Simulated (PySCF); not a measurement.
Cartesian coordinates (Å):
```xyz
6

Ti    -0.0242     0.0960     0.0047
Cl     2.1142    -0.3057    -0.2625
Cl    -0.5706     1.9128    -1.0933
Cl    -1.1911    -1.5985    -0.7513
O     -0.3638     0.3188     1.6929
H     -0.5584     0.4406     2.6375
```
Charge 0, spin multiplicity 1.

### Question
Give the charge on the central atom (meta-Löwdin), dipole moment, HOMO–LUMO gap, total energy, charge on the central atom (Mulliken), LUMO and HOMO at the level PBE-D3(BJ)/def2-TZVP // BP86-D3(BJ)/def2-SVP (PySCF).

### Answer

The charge on the central atom (meta-Löwdin) is 1.11 e and the dipole moment comes out as 2.91 D. The HOMO–LUMO gap is 3.81 eV and the total energy is -62733.15 eV. The charge on the central atom (Mulliken) comes out as 1.12 e and the LUMO is -4.02 eV. The HOMO comes out as -7.83 eV.
